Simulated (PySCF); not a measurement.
Si(F)2(OMe)(SH) (CH4F2OSSi), SMILES CO[Si](F)(F)S.

Geometry: PBE-D3(BJ)/def2-SVP. This is a generated structure with no PubChem entry under its InChIKey; it may be hypothetical. The values are those of a single conformer.

These are TDDFT-M06-2X/def2-SVPD (PySCF 2.14.0) values and carry that method's errors.

Vertical excitations. Isolated molecule, no solvent.

### Question
List the lowest excited states. (The exact figures need the calculation; the answer reports its results.)

### Answer

```json
[
 {"state": "S1", "energy (eV)": "6.34", "λ (nm)": "195", "f": "0.002", "main pairs": "HOMO→LUMO+1 60 %, HOMO→LUMO 22 %, HOMO→LUMO+2 10 %"},
 {"state": "S2", "energy (eV)": "6.87", "λ (nm)": "180", "f": "0.061", "main pairs": "HOMO→LUMO 68 %, HOMO→LUMO+1 22 %"},
 {"state": "S3", "energy (eV)": "8.04", "λ (nm)": "154", "f": "0.001", "main pairs": "HOMO→LUMO+6 35 %, HOMO→LUMO+5 27 %, HOMO→LUMO+9 10 %, HOMO→LUMO+4 8 %"},
 {"state": "S4", "energy (eV)": "8.14", "λ (nm)": "152", "f": "0.040", "main pairs": "HOMO−1→LUMO 80 %"},
 {"state": "S5", "energy (eV)": "8.35", "λ (nm)": "148", "f": "0.001", "main pairs": "HOMO−1→LUMO+1 25 %, HOMO→LUMO+7 13 %, HOMO→LUMO+6 11 %, HOMO−2→LUMO 8 %"},
 {"state": "S6", "energy (eV)": "8.40", "λ (nm)": "148", "f": "0.005", "main pairs": "HOMO→LUMO+3 66 %"},
 {"state": "S7", "energy (eV)": "8.60", "λ (nm)": "144", "f": "0.014", "main pairs": "HOMO→LUMO+4 54 %, HOMO→LUMO+3 11 %"},
 {"state": "S8", "energy (eV)": "8.63", "λ (nm)": "144", "f": "0.008", "main pairs": "HOMO−2→LUMO 45 %, HOMO→LUMO+4 13 %, HOMO→LUMO+7 9 %"},
 {"state": "S9", "energy (eV)": "8.71", "λ (nm)": "142", "f": "0.008", "main pairs": "HOMO→LUMO+2 57 %, HOMO→LUMO+5 10 %"},
 {"state": "S10", "energy (eV)": "8.96", "λ (nm)": "138", "f": "0.085", "main pairs": "HOMO−3→LUMO 14 %, HOMO−2→LUMO 12 %, HOMO→LUMO+7 10 %, HOMO−1→LUMO+2 10 %"},
 {"state": "T1", "energy (eV)": "6.00", "λ (nm)": "207", "f": "0", "main pairs": "HOMO→LUMO+1 53 %, HOMO→LUMO 26 %, HOMO→LUMO+2 11 %"},
 {"state": "T2", "energy (eV)": "6.53", "λ (nm)": "190", "f": "0", "main pairs": "HOMO→LUMO 57 %, HOMO→LUMO+1 26 %"},
 {"state": "T3", "energy (eV)": "7.64", "λ (nm)": "162", "f": "0", "main pairs": "HOMO−1→LUMO+1 22 %, HOMO→LUMO+5 13 %, HOMO→LUMO+7 11 %, HOMO−3→LUMO+1 10 %"},
 {"state": "T4", "energy (eV)": "7.83", "λ (nm)": "158", "f": "0", "main pairs": "HOMO−1→LUMO 60 %"}
]
```
Triplets are in the Tamm–Dancoff approximation, which puts them higher than full response would, so one can lie above its singlet here.
